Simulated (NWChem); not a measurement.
System: C2H7FSi; SMILES CC[SiH2]F

Output (shortened):

```
             Northwest Computational Chemistry Package (NWChem) 7.3.0
             --------------------------------------------------------

 C1  symmetry detected

                             Geometry "geometry" -> ""
                             -------------------------

 Output coordinates in angstroms (scale by  1.889725989 to convert to a.u.)

  No.       Tag          Charge          X              Y              Z
 ---- ---------------- ---------- -------------- -------------- --------------
    1 Si                  14.0000     0.53859794    -0.75331221     0.16497936
    2 F                    9.0000    -0.90661732    -1.47106228    -0.16233420
    3 C                    6.0000     0.48471000     1.02721151    -0.43322032
    4 C                    6.0000    -0.62484085     1.87084423     0.21095106
    5 H                    1.0000     0.74183952    -0.81806732     1.65441017
    6 H                    1.0000     1.61166927    -1.53449826    -0.54175192
    7 H                    1.0000     1.48859644     1.46751300    -0.23626079
    8 H                    1.0000     0.37807556     1.00950128    -1.54024771
    9 H                    1.0000    -1.62507391     1.43603717     0.01057742
   10 H                    1.0000    -0.50628577     1.92642223     1.31301051
   11 H                    1.0000    -0.62885126     2.91068897    -0.17482540

 Effective nuclear repulsion energy (a.u.)     173.0621950581

  pbe96 is a nonlocal functional; adding pw91lda local functional.

                                 NWChem DFT Module
                                 -----------------

 Summary of "ao basis" -> "ao basis" (spherical)
 ------------------------------------------------------------------------------
       Tag                 Description            Shells   Functions and Types
 ---------------- ------------------------------  ------  ---------------------
 Si                         def2-svp                 8       18   4s3p1d
 F                          def2-svp                 6       14   3s2p1d
 C                          def2-svp                 6       14   3s2p1d
 H                          def2-svp                 3        5   2s1p

            General Information
            -------------------
          SCF calculation type: DFT
          Wavefunction type:  closed shell.
          No. of atoms     :    11
          No. of electrons :    42
           Alpha electrons :    21
            Beta electrons :    21
          Charge           :     0
          Spin multiplicity:     1
          Use of symmetry is: off; symmetry adaption is: off
          Maximum number of iterations: 150
          AO basis - number of functions:    95
                     number of shells:    47
          Convergence on energy requested:  1.00D-06
          Convergence on density requested:  1.00D-05
          Convergence on gradient requested:  5.00D-04

              XC Information
              --------------
          PerdewBurkeErnzerhof Exchange Functional  1.000
            Perdew 1991 LDA Correlation Functional  1.000 local
           PerdewBurkeErnz. Correlation Functional  1.000 non-local

             Grid Information
             ----------------
          Grid used for XC integration:  medium
          Radial quadrature: Mura-Knowles
          Angular quadrature: Lebedev.
          Tag              B.-S. Rad. Rad. Pts. Rad. Cut. Ang. Pts.
          ---              ---------- --------- --------- ---------
          Si                  1.10       88          11.0       590
          F                   0.50       49          11.0       434
          C                   0.70       49          11.0       434
          H                   0.35       45          12.0       434
          Grid pruning is: on
          Number of quadrature shells:   550
          Spatial weights used:  Erf1

      Superposition of Atomic Density Guess
      -------------------------------------

 Sum of atomic energies:        -466.77562981

      Non-variational initial energy
      ------------------------------

 Total energy =    -468.553291
 1-e energy   =    -987.525453
 2-e energy   =     345.909967
 HOMO         =      -0.347367
 LUMO         =       0.062262

     ---------------------------------------------
      Total Density - Mulliken Population Analysis
     ---------------------------------------------

    Atom       Charge   Shell Charges
 -----------   ------   -------------------------------------------------------
    1 Si  14    13.01   2.00  1.99  0.95  0.24  5.93  0.96  0.73  0.21
    2 F    9     9.60   1.99  1.15  0.79  3.52  2.15  0.00
    3 C    6     6.52   1.99  0.97  0.29  2.05  1.20  0.02
    4 C    6     6.26   1.99  0.95  0.22  2.02  1.06  0.03
    5 H    1     1.10   0.70  0.39  0.01
    6 H    1     1.10   0.70  0.39  0.01
    7 H    1     0.86   0.65  0.19  0.02
    8 H    1     0.87   0.66  0.19  0.02
    9 H    1     0.90   0.67  0.20  0.02
   10 H    1     0.90   0.67  0.20  0.02
   11 H    1     0.90   0.67  0.20  0.02

   convergence    iter        energy       DeltaE   RMS-Dens  Diis-err
 ---------------- ----- ----------------- --------- --------- ---------
 d= 0,ls=0.0,diis     1   -469.1561893707 -6.42D+02  1.74D-02  5.67D-01
 d= 0,ls=0.0,diis     2   -469.0409204177  1.15D-01  1.10D-02  2.00D+00
 d= 0,ls=0.0,diis     3   -469.2173826610 -1.76D-01  1.68D-03  3.44D-02
 d= 0,ls=0.0,diis     4   -469.2196683051 -2.29D-03  7.48D-04  4.87D-03
 d= 0,ls=0.0,diis     5   -469.2202560868 -5.88D-04  2.20D-04  6.11D-04
  Resetting Diis
 d= 0,ls=0.0,diis     6   -469.2203365068 -8.04D-05  5.77D-05  2.60D-05
 d= 0,ls=0.0,diis     7   -469.2203402363 -3.73D-06  2.11D-05  8.89D-07
 d= 0,ls=0.0,diis     8   -469.2203401619  7.44D-08  1.16D-05  1.79D-06
 d= 0,ls=0.0,diis     9   -469.2203403563 -1.94D-07  2.27D-06  9.07D-08

         Total DFT energy =     -469.220340356286
      One electron energy =     -991.200798132188
           Coulomb energy =      393.359719814546
    Exchange-Corr. energy =      -44.441457096758
 Nuclear repulsion energy =      173.062195058114

 Numeric. integr. density =       41.999997667529

                       DFT Final Molecular Orbital Analysis
                       ------------------------------------

 Vector   19  Occ=2.000000D+00  E=-3.106338D-01
              MO Center= -1.7D-01,  1.4D+00, -5.0D-02, r^2= 2.7D+00
   Bfn.  Coefficient  Atom+Function         Bfn.  Coefficient  Atom+Function
  ----- ------------  ---------------      ----- ------------  ---------------
    81      0.263413   9 H  s                86     -0.248504  10 H  s
    71      0.243230   7 H  s                52     -0.226144   4 C  pz
    76     -0.227220   8 H  s                50     -0.217403   4 C  px
    38      0.200316   3 C  pz               36      0.188840   3 C  px
    82      0.134342   9 H  s                72      0.133355   7 H  s

 Vector   20  Occ=2.000000D+00  E=-2.849394D-01
              MO Center=  6.0D-01, -1.0D+00,  2.9D-01, r^2= 2.9D+00
   Bfn.  Coefficient  Atom+Function         Bfn.  Coefficient  Atom+Function
  ----- ------------  ---------------      ----- ------------  ---------------
    66     -0.305590   6 H  s                61      0.301205   5 H  s
    24      0.291107   2 F  pz               67     -0.235939   6 H  s
    62      0.230965   5 H  s                10      0.208000   1 Si pz
    27     -0.205620   2 F  pz               22     -0.113106   2 F  px
     7     -0.111942   1 Si pz               23      0.103835   2 F  py

 Vector   21  Occ=2.000000D+00  E=-2.640095D-01
              MO Center=  2.5D-01,  4.5D-01, -9.6D-02, r^2= 3.4D+00
   Bfn.  Coefficient  Atom+Function         Bfn.  Coefficient  Atom+Function
  ----- ------------  ---------------      ----- ------------  ---------------
    37      0.349768   3 C  py                9     -0.228102   1 Si py
    23     -0.209475   2 F  py               40      0.206442   3 C  py
    91     -0.199444  11 H  s                51     -0.174737   4 C  py
    35     -0.171849   3 C  s                26      0.152041   2 F  py
    38     -0.150126   3 C  pz               61      0.139505   5 H  s

 Vector   22  Occ=0.000000D+00  E=-9.989656D-04
              MO Center=  5.4D-01, -6.1D-01,  2.0D-01, r^2= 3.7D+00
   Bfn.  Coefficient  Atom+Function         Bfn.  Coefficient  Atom+Function
  ----- ------------  ---------------      ----- ------------  ---------------
    11      0.908289   1 Si px               12      0.520921   1 Si py
    21      0.432599   2 F  s                49      0.434518   4 C  s
    35     -0.331693   3 C  s                92     -0.287510  11 H  s
     4      0.278970   1 Si s                67     -0.261212   6 H  s
     8      0.246607   1 Si px               82     -0.230447   9 H  s

 Vector   23  Occ=0.000000D+00  E= 2.600604D-02
              MO Center=  3.8D-01,  6.7D-01, -6.7D-02, r^2= 6.3D+00
   Bfn.  Coefficient  Atom+Function         Bfn.  Coefficient  Atom+Function
  ----- ------------  ---------------      ----- ------------  ---------------
    35      1.726146   3 C  s                49      0.993455   4 C  s
    12     -0.841885   1 Si py               77     -0.776938   8 H  s
    72     -0.690009   7 H  s                87     -0.609359  10 H  s
    92     -0.596698  11 H  s                67     -0.429536   6 H  s
    82     -0.323040   9 H  s                 4     -0.309605   1 Si s

 Vector   24  Occ=0.000000D+00  E= 5.501726D-02
              MO Center=  3.5D-01, -5.1D-03,  9.4D-02, r^2= 6.0D+00
   Bfn.  Coefficient  Atom+Function         Bfn.  Coefficient  Atom+Function
  ----- ------------  ---------------      ----- ------------  ---------------
    49      1.429906   4 C  s                62      1.188408   5 H  s
    13     -1.178595   1 Si pz               35     -0.982641   3 C  s
    92     -0.814727  11 H  s                12      0.338237   1 Si py
    82     -0.306016   9 H  s                10     -0.254679   1 Si pz
    39      0.255310   3 C  px               87     -0.244358  10 H  s

     ---------------------------------------------
      Total Density - Mulliken Population Analysis
     ---------------------------------------------

    Atom       Charge   Shell Charges
 -----------   ------   -------------------------------------------------------
    1 Si  14    13.40   2.00  1.98  1.06  0.17  5.92  1.24  0.73  0.30
    2 F    9     9.32   1.99  1.13  0.80  3.34  2.06  0.00
    3 C    6     6.29   1.98  0.91  0.25  2.12  1.01  0.02
    4 C    6     6.05   1.98  0.91  0.15  2.11  0.88  0.03
    5 H    1     1.09   0.74  0.35  0.01
    6 H    1     1.09   0.74  0.34  0.01
    7 H    1     0.94   0.73  0.19  0.02
    8 H    1     0.94   0.73  0.19  0.02
    9 H    1     0.95   0.73  0.20  0.02
   10 H    1     0.96   0.73  0.21  0.02
   11 H    1     0.96   0.73  0.21  0.02

     -------------------------------------------
      Total Density - Lowdin Population Analysis
     -------------------------------------------

    Atom       Charge   Shell Charges
 -----------   ------   -------------------------------------------------------
    1 Si  14    13.46   2.00  1.93  0.67  0.33  5.81  1.26  0.98  0.48
    2 F    9     9.21   1.98  1.02  0.78  3.21  2.23  0.01
    3 C    6     6.24   1.96  0.61  0.33  1.92  1.36  0.06
    4 C    6     6.08   1.96  0.58  0.31  1.89  1.27  0.07
    5 H    1     1.10   0.64  0.43  0.02
    6 H    1     1.10   0.65  0.43  0.02
    7 H    1     0.96   0.62  0.26  0.07
    8 H    1     0.96   0.63  0.26  0.07
    9 H    1     0.97   0.63  0.27  0.06
   10 H    1     0.97   0.64  0.27  0.06
   11 H    1     0.97   0.64  0.27  0.06

     Multipole analysis of the density
     ---------------------------------

     L   x y z        total         alpha         beta         nuclear
     -   - - -        -----         -----         ----         -------
     0   0 0 0      0.000000    -21.000000    -21.000000     42.000000

     1   1 0 0      0.391474      0.195737      0.195737     -0.000000
     1   0 1 0      0.555856      0.277928      0.277928     -0.000000
     1   0 0 1     -0.021351     -0.010676     -0.010676     -0.000000

     2   2 0 0    -24.955298    -55.348903    -55.348903     85.742507
     2   1 1 0     -0.765542      5.610676      5.610676    -11.986895
     2   1 0 1     -0.067861      1.098196      1.098196     -2.264252
     2   0 2 0    -25.355198   -146.939404   -146.939404    268.523609
     2   0 1 1     -0.309049      0.346805      0.346805     -1.002660
     2   0 0 2    -24.450525    -28.696315    -28.696315     32.942104
```

Level: PBE/def2-SVP. All runs use the structure optimised with PBE-D3(BJ)/def2-SVP.

Which NWChem input produces such a log?

Several could match; the one computed here: the input that was run:
```
start job
memory heap 200 mb stack 900 mb global 1100 mb
geometry units angstroms noautoz
  Si     0.504225    -0.766594     0.151380
  F     -0.957119    -1.459579    -0.157152
  C      0.471055     1.016355    -0.441076
  C     -0.615164     1.876129     0.221263
  H      0.727643    -0.839126     1.637559
  H      1.554105    -1.563145    -0.572817
  H      1.484753     1.439553    -0.257320
  H      0.348332     1.003706    -1.546505
  H     -1.625168     1.458375     0.034056
  H     -0.479972     1.926460     1.321658
  H     -0.607602     2.917049    -0.161549
end
basis spherical
  * library def2-svp
end
dft
  xc xpbe96 cpbe96
  iterations 150
  mulliken
end
task dft energy
```
